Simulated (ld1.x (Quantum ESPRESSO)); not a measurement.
## gold, TM semilocal: configuration errors across variants

Au (Z = 79), norm-conserving Troullier–Martins (semilocal form), made with ld1.x (Quantum ESPRESSO) 7.5 (Wu–Cohen, scalar-relativistic). Core [Kr] 4d10 4f14, reference 5s2 5p6 5d9 6s0 6p0 (charge +2). Waves: 5s (bound): rc 1.50 bohr; 5d (bound): rc 2.00 bohr; 5p (bound): rc 1.50 bohr. Local part: the p channel. Core correction: Bessel-smoothed model core inside 1.10 bohr.

All-electron excitation energies from the reference (eV): (1) 5s2 5p6 5d10 6s1 6p0 -30.688; (2) 5s2 5p6 5d10 6s0 6p0 -21.244; (3) 5s2 5p6 5d8 6s0 6p0 33.916; (4) 5s2 5p6 5d7 6s0 6p0 81.667; (5) 5s2 5p6 5d10 6s0.5 6p0 -26.895; (6) 5s2 5p6 5d9 6s1 6p1 -23.100; (7) 5s2 5p6 5d10 6s0 6p1 -25.297.

In the semilocal form every listed channel keeps its own potential, so the choice of the local channel does not act on these tests. It acts once the file is put into the separable form.

A semilocal file is local in each channel, so a ghost entry of none says nothing of the separable form that plane-wave codes build from it.

Tests that are not counted but printed errors over 1 eV. “all radii but the core radius scaled by about 1.24 (s 1.86, p 1.86, d 2.48 bohr)”: 5s2 5p6 5d10 6s1 6p0 (solver errors, printed error -1.9 eV); 5s2 5p6 5d9 6s1 6p1 (solver errors, printed error -8.8 eV).

3 further variants failed, have other tests or another functional or relativity, and are left out.

A true bound ghost makes a file unfit for plane-wave use even where its test errors are small: the radial tests pick states by their node count and pass the ghost by. Where a test does run into it, the solver fails or the error is huge.

Errors AE − PS in meV (a dash: test not solved or not reliable):

```csv
change,(1),(2),(3),(4),(5),(6),(7),bound ghosts
base,+2843,+3.4,-6.7,-14,+1567,+3544,+109,none
"all radii but the core radius scaled by about 1.24 (s 1.86, p 1.86, d 2.48 bohr)",–,-6.6,-8.2,+8.1,–,–,+260,s
wave 5s (bound): rc 1.50 bohr becomes 5s (bound): rc 1.12 bohr,+272,+3.3,-6.8,-15,+153,+473,+108,none
"type PAW, which also changes the form from semilocal to separable; waves now 5s (bound): rcut 1.30, rcutus 1.50 bohr; 6s (bound): rcut 1.30, rcutus 1.50 bohr; 5p (bound): rcut 1.40, rcutus 1.50 bohr; 6p (bound): rcut 1.40, rcutus 1.50 bohr; 5d (bound): rcut 1.75, rcutus 2.00 bohr; 5d channel at -1.5 Ry: rcut 1.75, rcutus 2.00 bohr; local potential all-electron potential smoothed inside 1.70 bohr (lloc = -2); augmentation BESSEL, radius 1.45 bohr",+7.5,+2.7,-10,-36,+5.0,+10,+4.8,none
core correction none,+2863,+3.9,-5.6,-8.2,+1573,+3574,+109,none
local potential the s channel,+2843,+3.4,-6.7,-14,+1567,+3544,+109,none
```

Question: Give the same row for: wave 5d (bound): rc 2.00 bohr becomes 5d (bound): rc 1.32 bohr.

Answer: +2844, +3.8, -6.4, -15, +1568, +3544, +109; bound ghosts: none.
